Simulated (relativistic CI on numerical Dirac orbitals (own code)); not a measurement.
## Hyperfine structure of Pm²⁹⁺, mass number 147

Calculated at this level of theory: Dirac-Coulomb-Breit CI, KLI orbitals optimised for each configuration, model QED, unscaled Slater integrals (own radial code, finite nucleus).

Configurations in the expansion (outside the closed core [Ar] 3d10): 4s²4p², 4s4p³, 4s²4p4d, 4p⁴, 4s4p²4d, 4s²4p4f, 4s4p²4f, 4p³4d, 4s4p4d², 4s²4d4f, 4p³4f, 4s²4d², 4s4d³, 4s4d²4f, 4p²4d², 4p4d³, 4p4d²4f, 4s²4f², 4s4d4f², 4s4f³, 4p²4f², 4p4d4f², 4p4f³, 4s4p4d4f. Double excitations out of closed p, d and f shells are left out; levels of such configurations are missing from the list, as are those of other unlisted configurations, and high levels can miss mixing partners.

Nuclear spin I = 7/2, μ = 2.58 μN, Q = 0.74 b (tables of Stone and Pyykkö). The electronic factors are computed for point nuclear moments, without core polarisation or the Bohr-Weisskopf and QED corrections.

| Level | E (cm⁻¹) | A (GHz) | B (GHz) |
| --- | --- | --- | --- |
| 4s²4p² ³P1 | 240907 | -9.753 | 18.8 |
| 4s²4p² ¹D2 | 266993 | 48.17 | 28.2 |
| 4s²4p² ³P2 | 527429 | 20.4 | 9.28 |
| 4s4p³ ³D°3 | 1034474 | 104 | -3.23 |
| 4s²4p4d ³F°2 | 1169698 | 19.05 | 5.63 |

Levels with J = 0, under 50 % of one LS term, or S terms without an open s electron are left out. Small factors come from cancelling terms and can be off by tens of per cent or more.

At this charge energies of transitions that change n are usually good to better than 1 %, and those within a shell (Δn = 0) to a few per cent.

(1) Give the hyperfine levels of 4s²4p² ¹D2 relative to its centre of gravity.

Results:

(1) With K = F(F + 1) − I(I + 1) − J(J + 1), E = AK/2 + B[¾K(K + 1) − I(I + 1)J(J + 1)]/[2I(2I − 1)J(2J − 1)]: F = 3/2: -418.4, F = 5/2: -310.6, F = 7/2: -152.6, F = 9/2: 62.67, F = 11/2: 344.2 GHz.

LS names give the leading component of a level, which can be under half, so a name can repeat, a term be missing and a line seem to break the LS rules.
